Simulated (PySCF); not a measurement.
ECD: `FB(F)[C@@H]1[SiH2]C[C@@H]1F`, C$_{3}$H$_{6}$BF$_{3}$Si

Molfile (atoms numbered from 1):
```
C3H6BF3Si
     RDKit          3D

 14 14  0  0  0  0  0  0  0  0999 V2000
    2.7106   -1.4923   -0.1095 F   0  0  0  0  0  0  0  0  0  0  0  0
    1.7907   -0.5729   -0.3650 B   0  0  0  0  0  0  0  0  0  0  0  0
    1.9133   -0.0250   -1.5591 F   0  0  0  0  0  0  0  0  0  0  0  0
    0.6029   -0.3191    0.6010 C   0  0  2  0  0  0  0  0  0  0  0  0
   -1.0253   -1.0810   -0.1405 Si  0  0  0  0  0  4  0  0  0  0  0  0
   -1.2459    0.7988   -0.3835 C   0  0  0  0  0  0  0  0  0  0  0  0
   -0.0659    1.0675    0.5593 C   0  0  2  0  0  0  0  0  0  0  0  0
    0.7626    2.0710    0.1086 F   0  0  0  0  0  0  0  0  0  0  0  0
    0.8486   -0.6404    1.6111 H   0  0  0  0  0  0  0  0  0  0  0  0
   -0.9206   -1.9258   -1.3247 H   0  0  0  0  0  0  0  0  0  0  0  0
   -1.8325   -1.6863    0.9193 H   0  0  0  0  0  0  0  0  0  0  0  0
   -0.9795    1.1200   -1.3898 H   0  0  0  0  0  0  0  0  0  0  0  0
   -2.1687    1.3007   -0.1049 H   0  0  0  0  0  0  0  0  0  0  0  0
   -0.3909    1.3843    1.5553 H   0  0  0  0  0  0  0  0  0  0  0  0
  1  2  1  0
  2  3  1  0
  2  4  1  0
  4  5  1  0
  5  6  1  0
  6  7  1  0
  7  8  1  0
  7  4  1  0
  4  9  1  1
  5 10  1  0
  5 11  1  0
  6 12  1  0
  6 13  1  0
  7 14  1  1
M  END
```

Level of theory: TDDFT B3LYP/aug-cc-pVDZ circular dichroism and optical rotation, one conformer, gas phase in PySCF 2.14.0. Geometry: GFN2-xTB.

The molecule is flexible and this is one conformer; a measurement averages over conformers. Singlets 9 and 10 lie within 0.01 eV of each other, so their separate moments and overlaps can depend on how they mix.

(1) What are the CIP labels of the stereocentres?

(2) List the lowest 16 singlet excitations with oscillator and rotatory strengths.

## Answers

(1) C4 S, C7 S.

(2) Rotatory strengths R in 10⁻⁴⁰ esu² cm², velocity form and length form (origin at the centre of mass); f in length form.
| state | E (eV) | λ (nm) | f | R (velocity) | R (length) | main |
| --- | --- | --- | --- | --- | --- | --- |
| 1 | 6.85 | 181 | 0.055 | +43.9 | +42.8 | HOMO→LUMO 0.67, HOMO−1→LUMO 0.28 |
| 2 | 6.90 | 180 | 0.063 | -55.8 | -54.8 | HOMO−1→LUMO 0.67, HOMO→LUMO 0.28 |
| 3 | 7.06 | 176 | 0.006 | -2.6 | -2.6 | HOMO→LUMO+1 0.92 |
| 4 | 7.25 | 171 | 0.077 | -82.9 | -83.8 | HOMO→LUMO+2 0.90 |
| 5 | 7.31 | 170 | 0.004 | +2.6 | +2.8 | HOMO−1→LUMO+1 0.93 |
| 6 | 7.47 | 166 | 0.033 | +18.4 | +18.6 | HOMO−1→LUMO+2 0.80, HOMO→LUMO+3 0.09 |
| 7 | 7.54 | 164 | 0.009 | +23.1 | +23.7 | HOMO→LUMO+3 0.62, HOMO−2→LUMO 0.15 |
| 8 | 7.64 | 162 | 0.059 | +40.7 | +40.3 | HOMO−2→LUMO 0.74, HOMO→LUMO+3 0.11 |
| 9 | 7.79 | 159 | 0.017 | -39.8 | -39.0 | HOMO−3→LUMO 0.37, HOMO−1→LUMO+3 0.29 |
| 10 | 7.80 | 159 | 0.017 | +20.4 | +20.5 | HOMO−1→LUMO+3 0.49, HOMO→LUMO+4 0.23 |
| 11 | 7.89 | 157 | 0.003 | +0.1 | +0.1 | HOMO−3→LUMO 0.41, HOMO→LUMO+4 0.39 |
| 12 | 7.91 | 157 | 0.017 | +3.9 | +3.9 | HOMO−2→LUMO+1 0.88 |
| 13 | 8.01 | 155 | 0.022 | +6.4 | +6.3 | HOMO→LUMO+5 0.48, HOMO−2→LUMO+2 0.32 |
| 14 | 8.04 | 154 | 0.004 | +0.2 | +0.6 | HOMO−2→LUMO+2 0.51, HOMO→LUMO+5 0.34 |
| 15 | 8.11 | 153 | 0.012 | -2.9 | -3.3 | HOMO−1→LUMO+4 0.81 |
| 16 | 8.23 | 151 | 0.021 | -6.5 | -6.3 | HOMO−1→LUMO+5 0.45, HOMO→LUMO+6 0.37 |

Among the states computed, the strongest CD band (largest |R|) is state 4. The largest dissymmetry factor in size, g = 4R/(D+G), with D and G the electric and magnetic dipole strengths, is +0.031 for state 7 (velocity form, f = 0.008), among bands with |R| over 0.5. The mirror image has the same energies and oscillator strengths and all R with the opposite sign.
